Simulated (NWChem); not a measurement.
System: CH4BIO; SMILES IBOC

```xyz
8

B     -0.6014    -1.0069     0.0000
H     -1.7795    -1.2739     0.0000
I     -0.0290     1.0553     0.0000
O      0.3561    -1.9284     0.0000
C      0.0959    -3.3154     0.0000
H      0.5553    -3.7639    -0.8929
H      0.5553    -3.7639     0.8929
H     -0.9852    -3.5263     0.0000
```
Atoms are numbered in this order, from 1.

Level: PBE0/def2-SVP with def2 effective core potentials on I (NWChem), optimised geometry, unscaled harmonic frequencies. def2 effective core potentials on I; no spin-orbit coupling.

```tsv
frequency (cm⁻¹)	IR intensity (km/mol)
134	2.7
151	1.7
202	2.3
287	12.1
663	38.6
815	14.3
1015	66.1
1090	49.7
1183	78.0
1184	0.5
1397	520.0
1467	5.7
1473	11.0
1499	167.6
2633	103.4
3055	49.4
3161	14.1
3169	10.8
```

zero-point energy: 35.1 kcal/mol
thermal correction to the enthalpy at 298.15 K (with zero-point energy): 39.1 kcal/mol
heat capacity Cv: 16.3 cal/(mol K)
entropy at 298.15 K and 1 atm (symmetry number 1): 77.2 cal/(mol K)

Rigid rotor and harmonic oscillator.
